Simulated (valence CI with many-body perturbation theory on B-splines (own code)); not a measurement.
The numbers below are computed, except where a source is named.
**Ce¹⁶⁺: what each term of the Hamiltonian does**

Level of theory: configuration interaction combined with many-body perturbation theory (CI+MBPT): six valence electrons over a frozen Dirac-Fock core [Kr], a basis of 7 s, 7 p, 8 d, 6 f, 4 g, 1 h functions for each j, with the one-electron correlation potential Σ1, the two-electron term Σ2, the three-electron term Σ3, Breit, model QED; selected CI, second order for the rest, scaled by the run's own slope (own B-spline code, finite nucleus).

No measured levels were compared; by estimate terms of the open shell hold to 2 to 4 % of their energy, and close levels can change places. Core correlation moves these levels by up to 10000 cm⁻¹, and in measured spectra 5 to 20 % of such shifts remained as error; rates that hang on mixing are uncertain with them. Among the levels kept, up to 1100 cm⁻¹ of a level comes from second order outside the variational space, and about a tenth of that is noise between levels of different J, which matters for small intervals. Only levels of the ground parity were solved; by the run's estimate the other parity begins above the list, which can be wrong where configurations are misplaced.

Each rung adds one term. CI alone is the Dirac-Coulomb CI over the frozen core; QED comes last and gives the full result, which names the levels. Energies are above 4d6 5D_4 on the same rung, in cm⁻¹.

Names give the largest LS component (configuration and term), which can be under half, so a name can repeat, a term be missing and a line seem to break the LS rules; names also repeat where a configuration has a term twice. Letters in brackets count levels of one name in rising energy.

```
       Level  CI alone   + Σ1   + Σ2   + Σ3  + Breit   Full
4d6 5D_2 [a]     14042  14082  14365  13296    13389  13394
    4d6 5D_3     18004  18318  18954  19259    18722  18792
    4d6 5D_0     25122  25370  26726  26212    25921  25975
    4d6 5D_1     25438  25784  26874  26735    26232  26308
4d6 3H_4 [a]     38765  38931  37324  35876    35675  35703
    4d6 3G_5     50255  50562  47806  46223    45658  45709
    4d6 3H_6     51424  51760  48521  46955    46220  46274
4d6 5D_2 [b]     52974  53453  54025  52225    51556  51649
4d6 3F_3 [a]     58368  58727  57665  55543    55022  55086
4d6 3F_2 [a]     60266  60624  60022  57368    56812  56886
4d6 3H_4 [b]     71405  72026  70961  69332    68262  68383
4d6 1S_0 [a]     70062  70522  72860  70937    70248  70348
    4d6 3D_1     75067  75539  74073  71155    70589  70674
    4d6 3G_4     77194  77735  76500  74204    73253  73356
    4d6 3D_2     76908  77359  77146  74271    73586  73675
    4d6 3H_5     79821  80532  78593  76981    75616  75754
    4d6 3D_3     82543  83114  81614  78907    78023  78132
4d6 3P_0 [a]     89530  89790  86922  81410    81298  81331
    4d6 3G_3     86697  87422  86371  84146    82907  83050
```

(1) How does the ionisation energy move along the ladder, and which term matters most?

## Answers

(1) CI alone 430.71, + Σ1 432.80, + Σ2 436.00, + Σ3 436.59, + Breit 436.48, + QED 436.51 eV. The largest step is Σ2, 3.20 eV. NIST lists 435 ± 3 eV (theoretical).
